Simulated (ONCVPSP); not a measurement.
# What the settings do to the ONCV potential of Kr (Z = 36)

Base potential:

Kr, optimised norm-conserving Vanderbilt (ONCV), made with ONCVPSP 4.0.1 (LDA (Perdew-Wang 92), scalar-relativistic). Core [Ar] 3d10, reference 4s2 4p6. Waves: 4s: rc 1.20 bohr, ncon 5, nbas 9, qcut 5.1 1/bohr, 2 projectors, debl 0.8 Ha; 4p: rc 1.70 bohr, ncon 4, nbas 7, qcut 4.8 1/bohr, 3 projectors, debl 0.6 Ha. Local part: polynomial inside 1.10 bohr (lpopt 5, dvloc0 0 Ha). Core correction: Teter function, fcfact 2.75, rcfact 1.2.

In the s channel the program set the typed energies aside and used -0.853, 0.250 Ha.

All-electron outer shells of the reference configuration (LDA (PZ), scalar-relativistic, ld1.x):

```json
{"shell": "3p", "level (eV)": "-194.91", "outermost node (bohr)": "0.20", "outermost maximum (bohr)": "0.46"}
{"shell": "3d", "level (eV)": "-81.71", "outermost node (bohr)": "–", "outermost maximum (bohr)": "0.41"}
{"shell": "4s", "level (eV)": "-23.22", "outermost node (bohr)": "0.64", "outermost maximum (bohr)": "1.34"}
{"shell": "4p", "level (eV)": "-9.39", "outermost node (bohr)": "0.67", "outermost maximum (bohr)": "1.55"}
```

Cutoffs, loose and tight: the cutoffs (Ha) at which the residual kinetic energy of the hardest occupied pseudo-wave falls to 1 and 0.1 mHa per electron. They do not see the model core or the augmentation charge, which bear on the density cutoff. Test errors are all-electron minus pseudo excitation energies from the reference, over the configurations 4s2 4p5; 4s2 4p4; 4s2 4p3; 4s1 4p6. A dash means not determined; rows that change the core or the reference have their own tests.

A true bound ghost makes a file unfit for plane-wave use even where its test errors are small: the radial tests pick states by their node count and pass the ghost by.

| change | outcome | cutoff, loose | cutoff, tight | bound ghosts | GHOST(+) flags above zero | largest test error (meV) |
| --- | --- | --- | --- | --- | --- | --- |
| base | generated, projector energies reset by the program | 132 Ha | 159 Ha | s, p | s | -4.2 |
| p: rc 1.2 | generated, projector energies reset by the program | 132 Ha | 159 Ha | s, p | s, p | -4.7 |
| p: rc 1.36 | generated, projector energies reset by the program | 132 Ha | 159 Ha | s, p | s, p | +11 |
| p: rc 1.54 | generated, projector energies reset by the program | 132 Ha | 159 Ha | s, p | s, p | +8.1 |
| p: rc 1.72 | generated, projector energies reset by the program | 132 Ha | 159 Ha | s, p | s | -4.7 |
| p: rc 1.92 | generated, projector energies reset by the program | 132 Ha | 159 Ha | s | s | -27 |
| p: rc 2.14 | generated, projector energies reset by the program | 132 Ha | 159 Ha | s | s | -61 |
| p: rc 2.24 | generated, projector energies reset by the program | 132 Ha | 159 Ha | s | s | -79 |
| p: rc 2.44 | generated, projector energies reset by the program | 132 Ha | 159 Ha | s | s | -111 |

Reading the sweep of the p radius (base included, trends over the rows without a ghost): Bound ghosts are found at 1.2, 1.36, 1.54, 1.7, 1.72, 1.92, 2.14, 2.24, 2.44 bohr. Every judged row has one, so this setting neither creates nor removes them.
